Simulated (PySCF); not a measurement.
Molfile (atoms numbered from 1):
```
C6H14AlB
     RDKit          3D

 22 22  0  0  0  0  0  0  0  0999 V2000
   -2.1123    0.3149    1.6309 C   0  0  0  0  0  0  0  0  0  0  0  0
   -1.2970    0.0088    0.3174 B   0  0  0  0  0  0  0  0  0  0  0  0
   -1.9935   -0.7603   -0.8727 C   0  0  0  0  0  0  0  0  0  0  0  0
    0.2002    0.4591    0.2021 C   0  0  2  0  0  0  0  0  0  0  0  0
    0.8223    0.7347   -1.1766 C   0  0  0  0  0  0  0  0  0  0  0  0
    2.3621    0.7704   -1.1176 C   0  0  0  0  0  0  0  0  0  0  0  0
    2.6985   -0.6143    0.2314 Al  0  0  0  0  0  3  0  0  0  0  0  0
    0.8428   -0.8123    0.8635 C   0  0  0  0  0  0  0  0  0  0  0  0
   -2.6714   -0.5610    1.9995 H   0  0  0  0  0  0  0  0  0  0  0  0
   -1.5196    0.7374    2.4563 H   0  0  0  0  0  0  0  0  0  0  0  0
   -2.8840    1.0627    1.3647 H   0  0  0  0  0  0  0  0  0  0  0  0
   -2.8853   -1.3360   -0.5824 H   0  0  0  0  0  0  0  0  0  0  0  0
   -1.3152   -1.4183   -1.4383 H   0  0  0  0  0  0  0  0  0  0  0  0
   -2.3272    0.0101   -1.5945 H   0  0  0  0  0  0  0  0  0  0  0  0
    0.4167    1.3160    0.8666 H   0  0  0  0  0  0  0  0  0  0  0  0
    0.4050    1.6719   -1.5849 H   0  0  0  0  0  0  0  0  0  0  0  0
    0.5065   -0.0597   -1.8765 H   0  0  0  0  0  0  0  0  0  0  0  0
    2.7116    1.7466   -0.7282 H   0  0  0  0  0  0  0  0  0  0  0  0
    2.8360    0.6562   -2.1054 H   0  0  0  0  0  0  0  0  0  0  0  0
    4.0344   -1.3307    0.7233 H   0  0  0  0  0  0  0  0  0  0  0  0
    0.3981   -1.7474    0.4660 H   0  0  0  0  0  0  0  0  0  0  0  0
    0.7010   -0.8467    1.9553 H   0  0  0  0  0  0  0  0  0  0  0  0
  1  2  1  0
  2  3  1  0
  2  4  1  0
  4  5  1  0
  5  6  1  0
  6  7  1  0
  7  8  1  0
  8  4  1  0
  1  9  1  0
  1 10  1  0
  1 11  1  0
  3 12  1  0
  3 13  1  0
  3 14  1  0
  4 15  1  1
  5 16  1  0
  5 17  1  0
  6 18  1  0
  6 19  1  0
  7 20  1  0
  8 21  1  0
  8 22  1  0
M  END
```

Geometry: PBE0-D3(BJ)/def2-SVP; GIAO absolute shieldings from PySCF 2.14.0 with density-fitted response routines, gas phase, non-relativistic, averaged over equivalent atoms.

At HF/pcSseg-1 (213 basis functions, 38 s wall time on 1 thread of an Arm Neoverse N1, shared host):
```
                 atoms  σ (ppm)
                    C4    157.0
                    C5    166.1
                 C1/C3    180.4
                    C6    182.7
                    C8    190.9
                    B2     46.1
                   Al7    305.4
                   H20    26.44
                   H16    29.85
                   H17    30.84
                   H15    31.00
H9/H10/H11/H12/H13/H14    31.07
                   H19    31.28
                   H18    31.86
                   H22    32.12
                   H21    32.98
```

Predict the values at PBE0/pcSseg-1 on the same geometry.

Results:


```
                 atoms  σ at PBE0/pcSseg-1  change
                    C4               142.2   -14.8
                    C5               154.9   -11.2
                 C1/C3               173.0    -7.4
                    C6               170.8   -11.9
                    C8               178.3   -12.6
                    B2                29.7   -16.4
                   Al7               242.7   -62.7
                   H20               25.33   -1.11
                   H16               29.14   -0.71
                   H17               30.18   -0.66
                   H15               30.05   -0.95
H9/H10/H11/H12/H13/H14               30.57   -0.50
                   H19               30.48   -0.80
                   H18               31.18   -0.68
                   H22               31.34   -0.78
                   H21               32.19   -0.79
```

The largest change is at Al7 (aluminium bonded to 2 C, H, in a 5-membered ring). Cost: 213 basis functions, 72 s wall time on 1 thread of an Arm Neoverse N1, shared host. The order of the carbon signals changes between the two levels.

A carbon bonded to boron is broadened by the quadrupolar boron nucleus and is often missing from a measured spectrum.
